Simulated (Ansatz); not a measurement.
Reaction (redistribution): `B[CH2][Al]([OH])[Cl]` + `N[SiH](F)CO` → `O[CH2][Al]([OH])[Cl]` + `BC[SiH](N)F`

Calculated with Ansatz (gas phase, PBE0-D4/def2-TZVP geometries, no zero-point term in ΔE). CCSD(T)/CBS adds triple-zeta CCSD(T) − MP2 to the extrapolated MP2 energy (def2 sets, frozen cores). Functionals use def2-TZVPP. B3LYP here is the variant with VWN-RPA as its local correlation; programs differ in this. Each species was taken in one conformer, which may not be the lowest.

| level | ΔE (kJ/mol) | difference from CCSD(T)/CBS |
| --- | --- | --- |
| r2SCAN-D4 | 29.3 | -0.7 |
| PBE0-D4 | 28.4 | -1.6 |
| B3LYP-D4 | 27.5 | -2.5 |
| ωB97M-V | 28.2 | -1.8 |
| B2PLYP | 28.8 | -1.2 |
| PBE | 27.0 | -3.0 |
| r2SCAN | 29.2 | -0.8 |
| B3LYP | 27.3 | -2.7 |
| HF/def2-TZVPP | 26.9 | -3.1 |
| MP2/def2-TZVPP | 31.2 | 1.2 |
| CCSD/def2-TZVPP | 29.7 | -0.3 |
| HF/def2-QZVPP | 27.0 | -3.0 |
| MP2/def2-QZVPP | 31.0 | 1.0 |
| SCS-MP2/def2-QZVPP | 29.8 | -0.2 |
| HF/CBS(def2) | 27.0 | -3.0 |
| CCSD/CBS(def2) | 29.3 | -0.7 |
| CCSD(T)/CBS | 30.0 | 0 |

Largest T1 diagnostic among the species: 0.011.

In def2-TZVPP, CCSD(T) changes the Hartree–Fock value by +3.5 kJ/mol (the triples alone add +0.7 kJ/mol) and MP2 by +4.3 kJ/mol.

CCSD(T)/CBS has its own doubt, a few kJ/mol and more with outer-core shells, so smaller differences from it don't rank the levels.
